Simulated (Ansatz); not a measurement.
System: C4H2BrSe, charge 0, multiplicity 2. It need not be the lowest isomer of its formula. 
Structure (B3LYP-D3(BJ)/def2-TZVP (Ansatz, an electronic-structure program) minimum search):
```
C
C 1 1.3570
H 2 1.0773 1 127.74
C 1 1.4109 2 113.41 3 180.00
C 4 1.3300 1 120.20 2 0.00
H 5 1.0763 4 131.55 1 180.00
Se 2 1.8759 3 121.19 1 180.00
Br 1 1.8947 2 124.05 3 0.00
```
Charge 0, spin multiplicity 2.

Wanted: atomisation energy (electronic, to ground-state atoms), in kcal/mol. Correlated levels leave the core frozen unless marked. Open shells are spin-unrestricted. Spin-orbit coupling is left out. Frozen are the shells of the preceding noble gas and the d and f shells that filled before the atom's block. No relativistic terms. The coupled-cluster limit lacks core correlation, which all-electron functionals hold. Basis-set limits of correlation are two-point, X^-3; Hartree-Fock from the larger set. [CCSD(T)-MP2]/basis is that difference in the basis named.

```json
[
 {"level": "B3LYP/def2-TZVPD", "program": "Ansatz", "atomisation energy (kcal/mol)": "774.5", "minus last row": "-7.0"},
 {"level": "PBE0-D3(BJ)/def2-TZVPD", "program": "Ansatz + dftd3", "atomisation energy (kcal/mol)": "808.5", "minus last row": "27.0"},
 {"level": "PBE0/def2-TZVP", "program": "Ansatz", "atomisation energy (kcal/mol)": "802.5", "minus last row": "21.0"},
 {"level": "BHLYP-D3(BJ)/def2-TZVPD", "program": "Ansatz + dftd3", "atomisation energy (kcal/mol)": "749.5", "minus last row": "-32.0"},
 {"level": "MP2/cc-pVQZ", "program": "Ansatz", "atomisation energy (kcal/mol)": "787.5", "minus last row": "6.0"},
 {"level": "RI-MP2/cc-pVQZ", "program": "Ansatz", "atomisation energy (kcal/mol)": "787.3", "minus last row": "5.8"},
 {"level": "CCSD/6-31G", "program": "Ansatz", "atomisation energy (kcal/mol)": "655.2", "minus last row": "-126.3"},
 {"level": "CCSD(T)/cc-pVDZ", "program": "Ansatz", "atomisation energy (kcal/mol)": "709.2", "minus last row": "-72.3"},
 {"level": "RI-MP2/CBS(cc-pVTZ,cc-pVQZ)+[CCSD(T)-MP2]/cc-pVDZ", "program": "Ansatz", "atomisation energy (kcal/mol)": "780.9", "minus last row": "-0.6"},
 {"level": "CCSD(T)/CBS(cc-pVTZ,cc-pVQZ)", "program": "Ansatz", "atomisation energy (kcal/mol)": "781.5", "minus last row": "0.0"}
]
```

The UHF reference is spin-contaminated (<S^2> 0.44 over the pure value in the largest basis).
